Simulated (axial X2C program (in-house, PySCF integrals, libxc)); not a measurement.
Spectroscopic constants of Mo₂

Calculated with an axial X2C code built on PySCF integrals. Spin-free means the one-electron spin-free X2C Hamiltonian; two-component (2c) means X2C with spin–orbit coupling and atomic mean-field two-electron Coulomb and Gaunt terms, so the difference of the two also holds small scalar two-electron terms. Basis: Mo dyall-cv3z [11s12p9d5f3g] (cores contracted in-house); Gaussian nuclei, density fitting, unrestricted open shells. Masses: Mo 97.905 u.

State, spin-free: M_S = 5, Λ = 0 (beyond evenly filled blocks: 2 × σα, 2 × π+α, 2 × π-α, 2 × δ+α, 2 × δ-α); electrons by block: σα: 19, σβ: 17, π+α: 10, π+β: 8, π-α: 10, π-β: 8, δ+α: 4, δ+β: 2, δ-α: 4, δ-β: 2. Fragments: Mo + Mo.

State, 2c: Ω = 5 (⟨Sz⟩ = 4.99, ⟨Lz⟩ = 0.01 at PBE0); electrons by block: 1/2: 27, -1/2: 27, 3/2: 12, -3/2: 12, 5/2: 4, -5/2: 2. Fragments: Mo + Mo.

| Hamiltonian | level | Re (Å) | ωe (cm⁻¹) | ωexe (cm⁻¹) | Be (cm⁻¹) | αe (cm⁻¹) | De (eV) | D0 (eV) | k (mdyn/Å) |
| --- | --- | --- | --- | --- | --- | --- | --- | --- | --- |
| spin-free | PBE0 | 2.953 | 154.9 | 0.404 | 0.03948 | 0.000138 | 0.113 | 0.103 | 0.692 |
| spin-free | HF | 3.161 | 125.5 | 0.318 | 0.03446 | 0.00013 | -1.05 | -1.06 | 0.454 |
| spin-free | MP2 | 2.930 | 167.7 | 0.4 | 0.04011 | 0.00013 | 0.173 | 0.163 | 0.811 |
| spin-free | CCSD | 2.972 | 158.4 | 0.399 | 0.03898 | 0.000135 | 0.164 | 0.154 | 0.723 |
| spin-free | CCSD(T) | 2.953 | 161.5 | 0.429 | 0.03949 | 0.000139 | n/a | n/a | 0.752 |
| spin-free | B97-3 | 3.011 | 146.3 | 0.395 | 0.03797 | 0.00014 | 1.14 | 1.14 | 0.617 |
| spin-free | PW91 | 2.895 | 164.6 | 0.433 | 0.0411 | 0.000143 | 0.515 | 0.505 | 0.782 |
| spin-free | BHandHLYP | 3.038 | 145.1 | 0.372 | 0.03731 | 0.000135 | 0.399 | 0.390 | 0.607 |
| 2c | PBE0 | 2.952 | 154.6 | 0.403 | 0.03951 | 0.000138 | 0.114 | 0.104 | 0.69 |
| 2c | HF | 3.161 | 125.3 | 0.317 | 0.03446 | 0.00013 | -1.05 | -1.06 | 0.453 |
| 2c | MP2 | 2.929 | 167.4 | 0.398 | 0.04013 | 0.000131 | 0.175 | 0.164 | 0.809 |
| 2c | CCSD | 2.971 | 158.4 | 0.394 | 0.03901 | 0.000134 | 0.166 | 0.156 | 0.723 |
| 2c | CCSD(T) | 2.951 | 161.5 | 0.421 | 0.03953 | 0.000138 | n/a | n/a | 0.752 |
| 2c | PW91 | 2.893 | 164.4 | 0.434 | 0.04115 | 0.000142 | 0.516 | 0.506 | 0.779 |
| 2c | BHandHLYP | 3.037 | 144.8 | 0.372 | 0.03734 | 0.000135 | 0.400 | 0.391 | 0.605 |

Correlated methods: 28 electrons correlated (number of frozen shells: Mo 3 s, 2 p, 1 d), 388 virtual spin orbitals or spinors in MP2, 140 natural virtuals in coupled cluster.

Dissociation energies refer to the lowest single-determinant-based atoms at the same level and basis. De is not given where an atomic determinant may have missed its ground term or J level, or where the truncated virtual space spoils (T). Density functionals use the spin component along the axis (collinear). Coupled cluster ran in a truncated set of natural virtual spinors; the MP2 energy of the rest was added. (T) has no such correction and the atoms are truncated less, which lowers De at CCSD(T) by a hundredth of an eV or more. The state is one determinant with fixed occupations, lowest in a PBE0 search at one distance only: followed along the bond, the 2c determinant Ω = 4 reaches 0.88 eV lower at PBE0, at Re = 2.636 Å, so the state shown is not the lowest. With several unpaired electrons one determinant need not be a pure state. Open-shell Ω = 0 determinants with evenly filled partner blocks cannot be reached by this program, so the Ω shown need not be the lowest component. The determinant is spin-polarised beyond a pure state at some levels (its spin-free form has ⟨S²⟩ too high), which makes Re and μ there less reliable.

No reliable constants came from B97-3 (2c): no minimum in range, unconverged points, a curve that is not smooth, a change of character along it, or the two Hamiltonians disagreeing along it.

Rough cost a point (2c) on 2 thread(s) of a shared host, integrals apart: PBE0 1.7 s, HF 1.1 s, CCSD(T) 120 s, PW91 0.9 s, BHandHLYP 1.8 s.

The whole task took 35 min on 2 threads of Intel(R) Xeon(R) Platinum 8559C (Emerald Rapids), with other jobs on the host.
